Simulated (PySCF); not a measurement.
These are TPSSh-D3(BJ)/def2-TZVP // BP86-D3(BJ)/def2-SVP run with PySCF values and carry that method's errors. Gas-phase values, no solvent. 

Reference species: [Ti(Cl)3] (neutral, multiplicity 2).

| Item | Result |
|---|---|
| spin population on the central atom (Mulliken) | 1.11 |
| highest occupied spin orbital | -6.62 eV |
| mean distance from the central atom to its bonded neighbours | 2.190 Å |

Changed species: [Pt(Cl)3] (M = Pt, multiplicity 2; the reference has M = Ti, multiplicity 2).

### Question
Give the shifts of the spin population on the central atom (Mulliken), highest occupied spin orbital and mean distance from the central atom to its bonded neighbours.

### Answer
the spin population on the central atom (Mulliken) falls by 0.58, to 0.53; the highest occupied spin orbital falls by 0.95 eV, to -7.57 eV; the mean distance from the central atom to its bonded neighbours increases by 0.062 Å, to 2.252 Å.
